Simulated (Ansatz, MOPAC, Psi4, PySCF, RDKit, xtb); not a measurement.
Two geometries of C8H14, SMILES C1CCC(C=C)CC1, relaxed at B3LYP-D3(BJ)/def2-SVP with one dihedral held; other torsions can differ between them too.

Structure A

```
22

C      2.9844     0.3726     1.3148
C      2.1555    -0.0325     0.3495
C      0.6599     0.1268     0.3580
C     -0.0527    -1.1648    -0.0849
C     -1.5753    -1.0027    -0.1213
C     -1.9935     0.1718    -1.0115
C     -1.2972     1.4669    -0.5819
C      0.2254     1.3029    -0.5434
H      4.0684     0.2571     1.2288
H      2.6063     0.8321     2.2346
H      2.5768    -0.4824    -0.5602
H      0.3402     0.3626     1.3900
H      0.2327    -1.9947     0.5825
H      0.3094    -1.4376    -1.0939
H     -1.9458    -0.8294     0.9058
H     -2.0478    -1.9367    -0.4681
H     -1.7227    -0.0544    -2.0593
H     -3.0886     0.2988    -0.9927
H     -1.6547     1.7534     0.4243
H     -1.5720     2.2948    -1.2565
H      0.7084     2.2293    -0.1931
H      0.6024     1.1229    -1.5675
```

Structure B

```
22

C      3.0337     0.3210     1.2794
C      2.1474    -0.0271     0.3423
C      0.6526     0.1545     0.3933
C      0.1569     1.1181     1.4789
C     -1.3673     1.2719     1.4451
C     -2.0718    -0.0835     1.5652
C     -1.5857    -1.0599     0.4893
C     -0.0613    -1.2093     0.5142
H      4.0993     0.1104     1.1548
H      2.7411     0.8356     2.1985
H      2.5130    -0.5491    -0.5519
H      0.3498     0.5806    -0.5846
H      0.6488     2.0977     1.3635
H      0.4557     0.7316     2.4701
H     -1.6629     1.7511     0.4937
H     -1.6982     1.9495     2.2495
H     -1.8629    -0.5119     2.5628
H     -3.1653     0.0438     1.5033
H     -1.8967    -0.6886    -0.5045
H     -2.0652    -2.0447     0.6173
H      0.2734    -1.8818    -0.2935
H      0.2520    -1.6817     1.4627
```

### Question
Which is lower in energy at the level CCSD(T) on RHF/cc-pVDZ, frozen core // B3LYP-D3(BJ)/def2-SVP run with Ansatz (a first-principles code), and by how much?

### Answer
A is lower, by 0.51 kcal/mol (dihedral C1–C2–C3–C4: -135° in A, 15° in B).

E(B) − E(A) in kcal/mol at the other levels, on the same two geometries: MMFF94 // B3LYP-D3(BJ)/def2-SVP (RDKit) 0.26; B3LYP/def2-TZVP // B3LYP-D3(BJ)/def2-SVP (Psi4) 0.74; B3LYP-D3(BJ)/def2-TZVP // B3LYP-D3(BJ)/def2-SVP (Psi4) 0.40; PBE/def2-TZVP // B3LYP-D3(BJ)/def2-SVP (Psi4) 0.54; PBE-D3(BJ)/def2-TZVP // B3LYP-D3(BJ)/def2-SVP (Psi4) 0.34; M06-2X/def2-TZVP // B3LYP-D3(BJ)/def2-SVP (Psi4) 0.06; RHF/cc-pVDZ // B3LYP-D3(BJ)/def2-SVP (Ansatz) 0.87; MP2 on RHF/cc-pVDZ, frozen core // B3LYP-D3(BJ)/def2-SVP (Ansatz) 0.52; CCSD on RHF/cc-pVDZ, frozen core // B3LYP-D3(BJ)/def2-SVP (Ansatz) 0.53; RHF/cc-pVTZ // B3LYP-D3(BJ)/def2-SVP (Ansatz) 0.92; MP2 on RHF/cc-pVTZ, frozen core // B3LYP-D3(BJ)/def2-SVP (Ansatz) 0.38; UFF // B3LYP-D3(BJ)/def2-SVP (RDKit) 2.99; PM3, restricted, heats of formation // B3LYP-D3(BJ)/def2-SVP (MOPAC) 0.94; AM1, restricted, heats of formation // B3LYP-D3(BJ)/def2-SVP (MOPAC) 0.89; GFN1-xTB // B3LYP-D3(BJ)/def2-SVP (xtb) 0.67; restricted B3LYP/6-31G*, spherical d, density fitting // B3LYP-D3(BJ)/def2-SVP (PySCF) 0.67; restricted B3LYP/LANL2DZ, density fitting // B3LYP-D3(BJ)/def2-SVP (PySCF) 0.77; restricted MP2 (frozen core)/6-31G*, spherical d // B3LYP-D3(BJ)/def2-SVP (PySCF) 0.63; restricted LDA (SVWN5)/6-31G*, spherical d, density fitting // B3LYP-D3(BJ)/def2-SVP (PySCF) -0.17.
